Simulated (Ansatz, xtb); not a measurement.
**GeH2NO+: where a starting geometry ends**

The starting geometry of this gas-phase triplet was built from a drawn formula by distance geometry and a force field; its bonds are those of `[NH2+]1[O][Ge]1`.

```yaml
atoms:
  - { symbol: Ge, position_ang: [-0.0275, 0.2322, 0.8455] }
  - { symbol: N, position_ang: [0.5209, 0.2902, -0.9151] }
  - { symbol: O, position_ang: [0.6957, -0.8989, -0.2992] }
  - { symbol: H, position_ang: [-0.2129, 0.2381, -1.6421] }
  - { symbol: H, position_ang: [1.4814, 0.7235, -1.1071] }
```

Question: Where would you expect an optimisation with r2SCAN-D4/def2-SVP to take it?

Answer: A bond breaks, giving a structure given below by its coordinates. Distances that change by over a tenth: Ge1–O3 (1.76 → 2.01 Å). Contacts that open: Ge1–N2 (1.84 → 2.95 Å).

The energy falls by 2.92 eV over 20 steps:

```csv
step,E − E(last) (eV)
1,2.923
3,2.155
5,0.831
7,0.386
9,0.137
12,0.073
14,0.049
16,0.014
18,0.000
20,0.000
```

Final geometry (Å):

```yaml
atoms:
  - { symbol: Ge, position_ang: [0.2773, -0.0527, 1.6786] }
  - { symbol: N, position_ang: [0.5863, 0.1933, -1.2460] }
  - { symbol: O, position_ang: [-0.0621, -0.3430, -0.2855] }
  - { symbol: H, position_ang: [0.2892, -0.0558, -2.1990] }
  - { symbol: H, position_ang: [1.3671, 0.8432, -1.0662] }
```

From the same start GFN2-xTB reaches the same bonding as this run.

The end wasn't checked by frequencies. Open shells are spin-unrestricted. The triplet needn't be the ground state. Run with Ansatz 0.2.0, 97 s on 1 thread of Intel(R) Xeon(R) 6975P-C (Granite Rapids), on a shared host.
